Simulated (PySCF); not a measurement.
4-chlorothioanisole, C₇H₇ClS.
Bonds: C1–S2, S2–C3, C3–C4 (aromatic), C4–C5 (aromatic), C5–C6 (aromatic), C6–Cl7, C6–C8 (aromatic), C8–C9 (aromatic), C3–C9 (aromatic). Hydrogens: H10, H11, H12 on C1; H13 on C4; H14 on C5; H15 on C8; H16 on C9.

Computed by this run: PBE0-D3(BJ)/def2-SVP geometry optimisation, gas phase (PySCF); density fitting, grid level 2; the optimiser is geomeTRIC in internal coordinates, started from a GFN2-xTB structure.

Geometry at step 0:
```
atom  x, y, z in Å
C1      2.8749    0.7236   -0.3909
S2      1.8821   -0.6176   -1.1062
C3      0.2812   -0.3916   -0.3998
C4     -0.6967   -1.3086   -0.7831
C5     -1.9788   -1.2153   -0.2846
C6     -2.2917   -0.1973    0.6054
Cl7    -3.8977   -0.0723    1.2347
C8     -1.3296    0.7191    0.9931
C9     -0.0435    0.6229    0.4908
H10     2.9166    0.6202    0.6895
H11     2.4661    1.6868   -0.6824
H12     3.8693    0.6036   -0.8098
H13    -0.4367   -2.0940   -1.4761
H14    -2.7336   -1.9258   -0.5819
H15    -1.5799    1.5083    1.6849
H16     0.6903    1.3472    0.8049
```

**Question.** Give the atomic forces at this geometry.

**Answer.** 
```csv
atom,Fx (eV/Å),Fy (eV/Å),Fz (eV/Å)
C1,-0.666,-0.629,-0.267
S2,0.187,0.058,-0.019
C3,0.699,0.011,-0.225
C4,0.070,0.096,0.054
C5,0.015,0.030,0.016
C6,-0.341,0.052,0.154
Cl7,-0.132,0.004,0.049
C8,-0.036,-0.016,-0.005
C9,-0.069,-0.030,0.002
H10,0.089,0.067,0.461
H11,-0.076,0.461,-0.053
H12,0.392,-0.033,-0.158
H13,0.054,-0.396,-0.323
H14,-0.354,-0.296,-0.112
H15,-0.159,0.318,0.299
H16,0.326,0.303,0.128
```

The largest, 0.95 eV/Å, acts on C1; the rms over all components is 0.259 eV/Å. The forces sum to zero within rounding, as they must for an isolated molecule in no field.

**Question.** Give the force on C1 in Eh/bohr and in nN.

**Answer.** 0.954 eV/Å ÷ 51.422 = 0.01856 Eh/bohr, and 0.954 eV/Å × 1.602 = 1.53 nN.

**Question.** How far is this geometry from the end of the optimisation?

**Answer.** 0.045 eV above it, and 0.016 Å rms away after alignment. The bonds farthest from their final lengths, with half the difference of the two atoms' forces along the bond (positive lengthens):

```tsv
bond	now (Å)	final (Å)	force along bond (eV/Å)
C1–S2	1.815	1.797	-0.54
C1–H10	1.086	1.100	+0.34
C4–H13	1.079	1.093	+0.30
C1–H11	1.086	1.100	+0.34
C1–H12	1.086	1.099	+0.43
C5–H14	1.078	1.091	+0.25
```

The angle farthest from its final value is S2–C1–H10, 110.0° against 111.8°.

Of the 6 listed bonds off by 0.010 Å or more, this force points towards the final length in 6.

What follows is the cost of the whole optimisation. The run took 61 s wall on one thread, Arm Neoverse V2 (aarch64), shared host, and the process peaked at 0.87 GiB of memory.
